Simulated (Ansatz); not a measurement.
Basis-set extrapolation for `F[Si](F)(Cl)O[SiH2]Cl` (PBE0-D4/def2-TZVP geometry, frozen core, Ansatz 0.2.0). Multiplicity 1, RHF reference.

```json
{"": "HF", "def2-TZVPP": "-1772.320992", "def2-QZVPP": "-1772.379598"}
{"": "MP2 correlation", "def2-TZVPP": "-1.327680", "def2-QZVPP": "-1.454583"}
{"": "CCSD(T) correlation", "def2-TZVPP": "-1.421571", "def2-QZVPP": "-1.547485"}
```

Energies in hartree. Use E(X) = E(∞) + A·exp(−7.88·√X) for Hartree–Fock and E(X) = E(∞) + B·X^(−2.97) for correlation, with X = 3 and 4.

Question: What is the CCSD(T) energy at the basis-set limit?

Answer: HF limit: -1772.379598 + (-0.058606) × 0.13774 = -1772.38767. Correlation limit: -1.547485 + (-0.125914) × 0.74074 = -1.64075. Total: -1774.02842 hartree, 750.5 kJ/mol below CCSD(T)/def2-TZVPP.
